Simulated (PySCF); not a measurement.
C₄H₁₀Cd, SMILES [CH2](C)[Cd][CH2]C.

The structure is a stationary point at PBE0-D3(BJ)/def2-SVP. The isomer is the one that the SMILES or the coordinates give; other isomers of the formula were not compared. The def2 effective core potentials stand for the cores of Cd; spin–orbit coupling is left out. The values are those of a single conformer.

These are IEF-PCM-PBE0/def2-SVP in PySCF 2.14.0 values and carry that method's errors.

The values are the electrostatic part of the solvation free energy, E(continuum) − E(gas) at the gas-phase geometry, in a cavity of scaled van der Waals radii (PySCF's table); cavitation and dispersion terms are not included. A continuum can't describe solvent molecules that bind to the metal. In vacuum the orbital gap is 6.11 eV. The dipole moment in vacuum is 0.12 D.

**Question.** Estimate the values in water (ε = 78.36), dimethylsulfoxide (ε = 46.83), N,N-dimethylformamide (ε = 37.22). (The exact figures need the calculation; the answer reports its results.)

**Answer.** 
| solvent | ε | ΔG(elec) (kcal/mol) | dipole (D) | gap (eV) |
|---|---|---|---|---|
| water | 78.36 | -4.0 | 0.13 | 6.42 |
| dimethylsulfoxide | 46.83 | -3.9 | 0.13 | 6.42 |
| N,N-dimethylformamide | 37.22 | -3.9 | 0.13 | 6.41 |
